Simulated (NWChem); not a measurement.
# A calculation on HOZn (+1)

```xyz
3

Zn     0.1356    -0.3973     0.0000
O     -0.3444     1.3092     0.0000
H     -1.3122     1.4460     0.0000
```
Charge +1, spin multiplicity 1.

The numbers come from NWChem runs, not from measurements. The geometry was optimised at B3LYP/def2-SVP, a minimum by its harmonic frequencies.

Symmetry labels belong to the abelian group Cs used in the runs, with the axes of the coordinates shown; states degenerate in a higher group split over its labels.

The spin multiplicity of the parent species was assumed, not shown to be that of its ground state. The structure started from a generated list of species.

Q: List the lowest 3 singlet excitations that TD-BHandHLYP/def2-SVPD gives, with oscillator strengths.

A: 
```tsv
state	symmetry	energy (eV)	wavelength (nm)	f
1	a"	2.50	496	0.006
2	a'	4.20	295	0.110
3	a'	6.65	186	0.040
```
